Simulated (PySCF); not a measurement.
Ionising NaSn

UHF-CCSD(T); basis Na x2c-SVPall, Sn x2c-SVPall; spin-free X2C with a Gaussian nucleus; PySCF 2.14. Neutral (UHF): quartet (σ ↑, π ↑↑), Re = 2.941 Å, ωe = 189 cm⁻¹, De = 1.18 eV.

NaSn⁺ (UHF): triplet (σ ↑, π ↑), Re = 3.450 Å, ωe = 108 cm⁻¹, De = 0.54 eV to Na⁺ + Sn. The energies at the minima are -6335.19872 hartree for NaSn and -6334.99567 for NaSn⁺.

Task: Work out the adiabatic ionisation energy, without and with harmonic zero-point energies (1 hartree = 27.2114 eV, 1 eV = 8065.5 cm⁻¹), and the change of the bond length.

Result: At UHF-CCSD(T): 0.20305 hartree = 5.525 eV between the minima; the zero-point term (108.0 − 189.0)/2 cm⁻¹ = -0.005 eV makes it 5.520 eV. Re changes by +50.9 pm against the neutral. The electron leaves a π orbital, and the ion is left as a loose complex of an ion and an atom.

Correlated steps freeze 19 core orbitals. Correlated levels converge slowly with the basis: in double zeta they bind strong bonds too weakly, by up to about 1 eV, and carry superposition errors of some tenths. Spin–orbit coupling is left out, which matters for elements this heavy, above all for dissociation energies. For an ion De counts to the pair picked by the measured ionisation energies or electron affinities, which need not be the lowest pair at this level. States were picked by a PBE0 search and need not be the measured ground states.
